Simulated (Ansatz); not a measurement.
Molecule: CTa, charge 0, multiplicity 4. The spin state was set by rule; other spins were not relaxed. 
Geometry from a B3LYP-D3(BJ)/def2-TZVP (Ansatz, a first-principles code) optimisation:
```
C
Ta 1 1.7765
```
Charge 0, spin multiplicity 4.

Quantity: atomisation energy (electronic, to ground-state atoms), in eV. Cores are frozen in the correlated levels unless marked. Open shells are spin-unrestricted. No spin-orbit coupling. Frozen are the shells of the preceding noble gas and the d and f shells that filled before the atom's block. Past Kr the def2 sets carry scalar-relativistic core potentials. The coupled-cluster limit lacks core correlation, which all-electron functionals hold. CBS marks a two-point X^-3 extrapolation of the correlation energy; Hartree-Fock from the larger set.

The UHF reference is spin-contaminated (<S^2> 0.58 over the pure value in the largest basis). The T1 diagnostic of CCSD in the largest basis is 0.096, which is high, so the coupled-cluster rows are less sure than usual.

| level | program | atomisation energy (eV) |
|---|---|---|
| wB97X-V/def2-TZVPD | Ansatz | [?] |
| B2GP-PLYP-D4/def2-TZVPD | Ansatz + dftd4 | 4.65 |
| SCS-MP2/def2-SVPD | Ansatz | 3.36 |
| CCSD/def2-SVPD | Ansatz | [?] |
| CCSD(T)/CBS(def2-TZVPPD,def2-QZVPPD) | Ansatz | 4.58 |

**Question.** Complete the blanks.

**Answer.** 
- wB97X-V/def2-TZVPD, atomisation energy (eV): 4.42
- CCSD/def2-SVPD, atomisation energy (eV): 3.87
